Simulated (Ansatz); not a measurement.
Ansatz (a first-principles code) input (wB97X/def2-TZVPD):

Ansatz 0.2 input:
```yaml
crystal:
  periodic: [false, false, false]
  atoms:
    - {symbol: W, position_ang: [0.03026373, -0.01216340, -0.00744043]}
    - {symbol: H, position_ang: [-1.12666800, 0.03357303, 1.19298235]}
    - {symbol: H, position_ang: [-0.82709561, 1.40802932, 0.16456333]}
    - {symbol: H, position_ang: [-0.21943787, -0.99244252, -1.39029555]}
    - {symbol: H, position_ang: [-1.56543162, -0.02719069, -0.49234066]}
    - {symbol: H, position_ang: [0.50294838, -0.89240032, 1.38444265]}
    - {symbol: H, position_ang: [0.99616834, 1.37052278, -0.30876010]}
basis:
  gaussian:
    orbitals: def2-TZVPD
hamiltonian:
  xc: {name: wB97X}
total_charge: -1
magnetization: {spin_polarized: true, initial_magnetization: 1}
```

End of the output:

```
integrals: 0.04 GiB planned
692 factors; their error is unknown
integrals: 0.07 GiB planned
296 factors; integrals over basis functions are off by at most 9.4e-6 eV
mean field: 0.50 GiB planned
mean field evaluation 1: about -1919.7376 eV, gradient 1.7e1 eV
mean field evaluation 2: about -1918.7607 eV, gradient 2.4e1 eV
mean field evaluation 4: about -1921.3262 eV, gradient 6.6e-1 eV
mean field evaluation 8: about -1921.3364 eV, gradient 1.1e-1 eV
mean field evaluation 16: about -1921.3366 eV, gradient 5.1e-3 eV
mean field evaluation 32: about -1921.3603 eV, gradient 1.4e-1 eV
mean field evaluation 64: about -1921.3559 eV, gradient 5.0e-3 eV
mean field evaluation 96: about -1921.3559 eV, gradient 9.2e-4 eV
mean field -1921.36234650 eV, -70.6087638877 hartree, gradient 1.6e-6 eV, S^2 0.753559; 5 other end points of the search recorded, 0 dependent functions left out
reference -1921.36233406 eV, -70.6087634305 hartree; 11, 10 occupied and 86, 87 virtual orbitals, 692 factors
Total energy: -1921.36233406 eV, -70.6087634305 hartree
```

This state (charge -1, doublet) is run at the relaxed geometry of the species with charge 0 and multiplicity 1.
